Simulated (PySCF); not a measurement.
Isomers of C5H8Cl2OSi, mass 181.972 u with the commonest isotopes. Method used: PBE0/pcSseg-1 in PySCF (dipole) on a GFN2-xTB geometry, gas phase. One conformer each, none proved a minimum here; rigid rotors.

Problem. Order these by rotational constant C, largest first.
A. `[CH2:1]=[CH:2][O:3][Si@@:4]([Cl:5])([CH:6]=[CH2:7])[CH2:8][Cl:9]` with C1–C2–O3–Si4 -5°, C2–O3–Si4–Cl5 -58°, O3–Si4–C6–C7 179°, O3–Si4–C8–Cl9 72°
B. `[CH3:1][O:2][Si@@H:3]([Cl:4])[C:5]1=[C:6]([Cl:7])[CH2:8][CH2:9]1` with C1–O2–Si3–Cl4 -173°, O2–Si3–C5–C6 66°
C. `[CH3:1][C:2](=[O:3])[C@@H:4]1[SiH2:5][C@@H:6]1[CH:7]([Cl:8])[Cl:9]` with C1–C2–C4–Si5 -142°, Si5–C6–C7–Cl8 87°

Solution. A (624.5 MHz), C (564.0 MHz), B (497.1 MHz).

Problem. Order these by dipole moment, largest first.
A. `[CH3:1][C:2](=[O:3])[C@@H:4]1[SiH2:5][C@@H:6]1[CH:7]([Cl:8])[Cl:9]` with C1–C2–C4–Si5 -142°, Si5–C6–C7–Cl8 87°
B. `[CH2:1]=[CH:2][O:3][Si@@:4]([Cl:5])([CH:6]=[CH2:7])[CH2:8][Cl:9]` with C1–C2–O3–Si4 -5°, C2–O3–Si4–Cl5 -58°, O3–Si4–C6–C7 179°, O3–Si4–C8–Cl9 72°
C. `[CH3:1][O:2][Si@@H:3]([Cl:4])[C:5]1=[C:6]([Cl:7])[CH2:8][CH2:9]1` with C1–O2–Si3–Cl4 -173°, O2–Si3–C5–C6 66°

Solution. A (4.32 D), B (3.33 D), C (2.15 D).

Problem. Order these by rotational constant A, largest first.
A. `[CH3:1][O:2][Si@@H:3]([Cl:4])[C:5]1=[C:6]([Cl:7])[CH2:8][CH2:9]1` with C1–O2–Si3–Cl4 -173°, O2–Si3–C5–C6 66°
B. `[CH3:1][C:2](=[O:3])[C@@H:4]1[SiH2:5][C@@H:6]1[CH:7]([Cl:8])[Cl:9]` with C1–C2–C4–Si5 -142°, Si5–C6–C7–Cl8 87°
C. `[CH2:1]=[CH:2][O:3][Si@@:4]([Cl:5])([CH:6]=[CH2:7])[CH2:8][Cl:9]` with C1–C2–O3–Si4 -5°, C2–O3–Si4–Cl5 -58°, O3–Si4–C6–C7 179°, O3–Si4–C8–Cl9 72°

Solution. A (1376 MHz), B (1314 MHz), C (1076 MHz).

```json
{"SMILES": "CC(=O)[C@@H]1[SiH2][C@@H]1C(Cl)Cl", "point group": "C1", "Ia (u·Å²)": "384.67", "Ib (u·Å²)": "656.56", "Ic (u·Å²)": "896.00", "κ": "-0.45", "μa (D)": "3.02", "μb (D)": "2.08", "μc (D)": "2.29"}
{"SMILES": "CO[Si@@H](Cl)C1=C(Cl)CC1", "point group": "C1", "Ia (u·Å²)": "367.34", "Ib (u·Å²)": "742.03", "Ic (u·Å²)": "1016.73", "κ": "-0.58", "μa (D)": "2.07", "μb (D)": "0.31", "μc (D)": "0.51"}
{"SMILES": "C=CO[Si@@](Cl)(C=C)CCl", "point group": "C1", "Ia (u·Å²)": "469.53", "Ib (u·Å²)": "664.01", "Ic (u·Å²)": "809.27", "κ": "-0.40", "μa (D)": "2.16", "μb (D)": "1.72", "μc (D)": "1.86"}
```
